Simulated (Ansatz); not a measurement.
Reactions of BGeH7OSi (`O[SiH2][BH][GeH3]`).

Isolated molecules relaxed with PBE0-D4/def2-TZVP in Ansatz; ΔE leaves out vibrations. CCSD(T)/CBS is the MP2 limit (def2-TZVPP, def2-QZVPP) plus CCSD(T) − MP2 in def2-TZVPP, frozen cores. This one scheme is used for every species. For Ge outer-core shells are correlated without core-valence functions, which leaves a few kJ/mol of doubt a bond. Scalar relativity is left out up to krypton. Each species was taken in one conformer, which may not be the lowest.

(1) Order these by ΔE at CCSD(T)/CBS, lowest first. (Estimate.)
A. `O[SiH2][BH][GeH3]` + CH₄ → `C[BH][GeH3]` + `O[SiH3]`
B. `O[SiH2][BH][GeH3]` + `C#CNC` → `CN[BH][GeH3]` + `C#C[SiH2]O`
C. `O[SiH2][BH][GeH3]` + `CO[SiH](O)F` → `CO[SiH](F)[O][GeH3]` + `B[SiH2]O`
D. `O[SiH2][BH][GeH3]` + `CN[SiH3]` → `C[N]([SiH3])[GeH3]` + `B[SiH2]O`
E. `O[SiH2][BH][GeH3]` + `N=C=S` → `S=C=[N][GeH3]` + `B[SiH2]O`

Largest T1 diagnostic: 0.019, for `N=C=S`.

## Answers

(1) B (-2.79 eV), E (-0.46 eV), C (-0.35 eV), A (-0.16 eV), D (-0.05 eV).
